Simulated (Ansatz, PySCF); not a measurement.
Reaction (SMILES): C[Si](F)(F)Cl [chloro-difluoro-methylsilane] -> [CH2][Si](F)(F)Cl + H atom (the C-H bond at the site shown breaks; other sites are not compared here)
Each molecule is optimised on its own at B3LYP-D3(BJ)/def2-TZVP (Ansatz, a program for electronic structure), one conformer each, not searched for the lowest. Frequencies are from Ansatz.
Geometry of the first species:
```
Si
F 1 1.5879
F 1 1.5879 2 106.57
C 1 1.8366 2 110.91 3 -120.83
H 4 1.0906 1 110.47 2 179.12
H 4 1.0906 5 108.44 1 -121.19
H 4 1.0915 5 108.60 6 -117.85
Cl 1 2.0400 2 107.80 3 115.51
```

Property: bond dissociation energy (0 K, with B3LYP-D3(BJ) harmonic zero-point energies), in kcal/mol. Cores are frozen in the correlated levels unless marked. UHF or UKS for open shells. Spin-orbit coupling is left out. No relativistic terms. CBS(X,Y): correlation extrapolated as X^-3; Hartree-Fock from the larger set. The bracket is a focal-point correction in the basis named.

```json
[
 {"level": "BLYP/def2-TZVPD", "program": "Ansatz", "bond dissociation energy (kcal/mol)": "97.4"},
 {"level": "PBE0-D3(BJ)/def2-TZVP", "program": "Ansatz + dftd3", "bond dissociation energy (kcal/mol)": "98.1"},
 {"level": "BHLYP/def2-TZVPD", "program": "Ansatz", "bond dissociation energy (kcal/mol)": "97.2"},
 {"level": "TPSSh-D3(BJ)/def2-TZVPD", "program": "PySCF + dftd3", "bond dissociation energy (kcal/mol)": "98.9"},
 {"level": "LC-wPBE-D3(BJ)/def2-TZVPD", "program": "Ansatz + dftd3", "bond dissociation energy (kcal/mol)": "97.9"},
 {"level": "B2GP-PLYP/def2-TZVPD", "program": "Ansatz", "bond dissociation energy (kcal/mol)": "98.8"},
 {"level": "SCS-MP2/6-31G", "program": "Ansatz", "bond dissociation energy (kcal/mol)": "91.9"},
 {"level": "SCS-MP2/6-31G*", "program": "Ansatz", "bond dissociation energy (kcal/mol)": "93.0"},
 {"level": "CCSD(T)/STO-3G", "program": "Ansatz", "bond dissociation energy (kcal/mol)": "116.1"},
 {"level": "RI-MP2/CBS(cc-pV(T+d)Z,cc-pV(Q+d)Z)+[CCSD(T)-MP2]/cc-pV(T+d)Z", "program": "Ansatz", "bond dissociation energy (kcal/mol)": "101.9"}
]
```
